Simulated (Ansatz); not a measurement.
The same bond dissociation along the group C, Si, Ge.

Program: Ansatz. Geometries: PBE0-D4/def2-TZVP. ΔE: electronic, gas phase. CCSD(T)/CBS adds triple-zeta CCSD(T) − MP2 to the extrapolated MP2 energy (def2 sets, frozen cores). Functionals use def2-TZVPP. No spin–orbit coupling; open shells (•) take unrestricted orbitals. Spin–orbit coupling would lower the free atoms: clearly for Br. For Br, Ge outer-core shells are correlated without core-valence functions, so the limit isn't a true one: a few kJ/mol of doubt a bond, and 10 to 20 or more in all where bonds break to atoms. Scalar relativity is left out up to krypton.

```tsv
reaction	PBE0-D4 (eV)	B2PLYP (eV)	B97M-V (eV)	CCSD(T)/CBS(def2) (eV)
`FC(F)(Cl)Br` → Br• + `F[C](F)Cl`•	2.91	2.80	2.94	3.09
`F[Si](F)(Cl)Br` → Br• + `F[Si](F)Cl`•	4.33	4.22	4.41	4.54
`[F][Ge]([F])([Cl])[Br]` → Br• + `[F][Ge]([F])[Cl]`•	3.63	3.52	3.64	3.86
```

Largest T1 diagnostic: 0.015, for `F[C](F)Cl`•.
